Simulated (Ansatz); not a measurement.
`CS[Si](F)(Cl)Cl` + HI → `F[Si](Cl)(Cl)I` + CH₃SH at 700 K and 1 bar (ligand exchange at the Si–S bond).

Program: Ansatz. Geometries: PBE0-D4/def2-TZVP. ΔE: electronic, gas phase. CCSD(T)/CBS is the MP2 limit (def2-TZVPP, def2-QZVPP) plus CCSD(T) − MP2 in def2-TZVPP, frozen cores. This one scheme is used for every species. Elements past krypton have def2 core potentials. For I outer-core shells are correlated without core-valence functions, which leaves a few kJ/mol of doubt a bond. One conformer a species, not always the lowest.

| species | CCSD(T)/CBS energy (Eh) | H − E (kJ/mol) | S (J/(mol·K)) |
| --- | --- | --- | --- |
| `CS[Si](F)(Cl)Cl` | -1746.26881 | 204.6 | 511.5 |
| HI | -298.03592 | 34.6 | 231.7 |
| `F[Si](Cl)(Cl)I` | -1606.08071 | 79.4 | 444.6 |
| CH₃SH | -438.22835 | 160.2 | 309.0 |

H − E and S are ideal-gas, rigid-rotor, harmonic terms from PBE0-D4/def2-TZVP, for one conformer and one mirror image of each species. 1 Eh = 2625.50 kJ/mol, R = 8.31446 J/(mol·K).

**Question.** By hand: ΔE, ΔH, ΔS and ΔG.

**Answer.** ΔE = (-1606.08071) + (-438.22835) − (-1746.26881) − (-298.03592) = -0.00433 Eh = -11.4 kJ/mol. Δ(H − E) = 79.4 + 160.2 − 204.6 − 34.6 = 0.4, so ΔH = -11.0 kJ/mol. ΔS = 444.6 + 309.0 − 511.5 − 231.7 = 10.4 J/(mol·K). ΔG = -11.0 − 700 × (10.4)/1000 = -18.3 kJ/mol.

**Question.** By hand: the equilibrium constant, and the temperature at which ΔG would vanish if ΔH and ΔS stayed fixed.

**Answer.** log₁₀ K = −ΔG/(RT ln 10) = 1.4. ΔH and −TΔS have one sign here, so there is no such temperature.

TΔS isn't small against ΔH here. A doubt of 5 kJ/mol in ΔE shifts log₁₀ K by 0.4 here. Other conformers and mirror images would add mixing entropy, several J/(mol·K) or more a flexible species. Modes under 60 cm⁻¹, often nearly free rotors, make the harmonic entropy too high. These are equilibria of isolated gas molecules and say nothing of rates. Largest T1 diagnostic: 0.010 (customary marks: 0.02 for closed shells, 0.045 for open ones).

ΔS is within the doubt of such terms, so its sign, and with it that verdict, could turn.
